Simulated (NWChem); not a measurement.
# GeBr$_{3}$, doublet; SMILES [Br][Ge]([Br])[Br]

```xyz
4

Br     0.7432    -2.0531    -0.1801
Ge     0.0000     0.0000     0.6029
Br    -2.1496     0.3830    -0.1801
Br     1.4065     1.6702    -0.1801
```
Atoms are numbered in this order, from 1.

Level: PBE0/def2-SVP, spin-unrestricted (NWChem), optimised geometry, unscaled harmonic frequencies. In the optimisation the excess spin sits in a (C3, its own frame). This build's default masses of Se (78.918 u) and Br (79.917 u) are each other's, which moves their modes by up to 0.6 %.

```json
[
 {"frequency (cm⁻¹)": "82", "IR intensity (km/mol)": "0.4"},
 {"frequency (cm⁻¹)": "82", "IR intensity (km/mol)": "0.4"},
 {"frequency (cm⁻¹)": "114", "IR intensity (km/mol)": "1.2"},
 {"frequency (cm⁻¹)": "252", "IR intensity (km/mol)": "5.4"},
 {"frequency (cm⁻¹)": "313", "IR intensity (km/mol)": "60.0"},
 {"frequency (cm⁻¹)": "313", "IR intensity (km/mol)": "60.0"}
]
```

The zero-point energy is 1.7 kcal/mol, the thermal correction to the enthalpy at 298.15 K (with zero-point energy) comes out as 6.2 kcal/mol and the heat capacity Cv comes out as 16.9 cal/(mol K). The dipole moment is 0.90 D.

Rigid rotor and harmonic oscillator; modes under 100 cm⁻¹ make the entropy uncertain.
